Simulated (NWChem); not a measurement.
System: C$_{2}$H$_{5}$BF$_{2}$O; SMILES C[C@@H](F)B(O)F

```xyz
11

C     -1.2262    -1.3589    -0.4519
C     -0.1467    -0.6994     0.3786
F      1.0788    -1.3400     0.1478
B      0.0651     0.8419     0.0670
O      1.2560     1.3048    -0.3380
F     -0.9465     1.6913     0.2054
H     -1.0051    -1.2758    -1.5270
H     -1.3184    -2.4266    -0.2028
H     -2.1952    -0.8731    -0.2640
H     -0.3794    -0.8301     1.4525
H      1.8821     0.5690    -0.3887
```
Atoms are numbered in this order, from 1.

All runs: NWChem. Geometry: optimised at PBE0/def2-SVP. Isolated, static molecule.

GIAO at BHandHLYP/pcSseg-1: principal shieldings of O5 are 41.9, 253.4, 307.8 ppm; an isolated water molecule has σ = 334.8 ppm at the same levels.

Find the isotropic 17O shift, its principal values, the span and the skew.


1. σ(iso) = one third of the sum = 201.0 ppm.
2. δ = σ(reference) − σ = 133.8 ppm against water.
3. δ11, δ22, δ33 = 292.9, 81.4, 27.0 ppm.
4. Span Ω = δ11 − δ33 = 265.9 ppm; skew κ = 3(δ22 − δ(iso))/Ω = -0.59.
